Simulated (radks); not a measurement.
Values are calculated unless marked as measured or tabulated.
Ho XXVIII, configuration [Kr] 4d4 (the NIST ground configuration).

Level of theory: scalar-relativistic Kohn-Sham, LB94 model potential, spin-polarised, spherical densities, finite nucleus; open shells are filled with parallel spins first (spin-orbit coupling, left out, can overturn this in heavy ions); Fermi nuclear charge, rms radius 5.2022 fm (a radial shooting solver on a logarithmic mesh with Libxc functionals).

Energy parts (hartree):
kinetic: 13320.6055
electron-nucleus: -28669.0862
Hartree: 3316.0467
(The LB94 potential has no energy functional, so no total or exchange-correlation energy is given.)

Orbitals (lengths in bohr, moments of r in powers of bohr; <r^-3> diverges for s and p1/2; r(90%) holds 90 % of the orbital's charge):
orbital,occ.,eigenvalue (hartree),r(90%),<r^-3>,<r^2>
1s up,1,-2081.243,0.0375,-,0.0005866
1s down,1,-2081.248,0.0375,-,0.0005866
2s up,1,-377.6323,0.136,-,0.009132
2s down,1,-377.5949,0.136,-,0.009128
2p up,3,-338.7538,0.127,13640,0.007404
2p down,3,-338.7323,0.127,13650,0.007401
3s up,1,-110.8831,0.334,-,0.05941
3s down,1,-110.8643,0.334,-,0.05948
3p up,3,-98.97527,0.338,2960,0.05945
3p down,3,-98.94973,0.338,2950,0.05953
3d up,5,-83.98853,0.318,396.2,0.04929
3d down,5,-83.92077,0.319,395.4,0.04939
4s up,1,-45.92502,0.683,-,0.2607
4s down,1,-45.74290,0.683,-,0.2599
4p up,3,-41.66918,0.712,829.4,0.2801
4p down,3,-41.47866,0.712,836.7,0.2794
4d up,4,-36.05193,0.738,105.2,0.2916
4d down,0,-35.87317,0.737,106.5,0.2907

The highest occupied level is 4d up at -981.02 eV. The electron density at the nucleus is 8.48e+05 e/bohr^3 (large components only). For comparison, the ionisation energy in NIST's Atomic Spectra Database is 985 eV (theoretical). In exact Kohn-Sham theory the highest level is minus the ionisation energy, but local and semilocal functionals leave it too shallow, through self-interaction and a potential that decays too fast; potentials with the right tail come closer. Spin moment in Bohr magnetons: 4. Summed over all electrons, <r^2> = 4.399 bohr^2, which gives a Langevin (diamagnetic) susceptibility term of -3.48 x 10^-6 cm^3/mol.
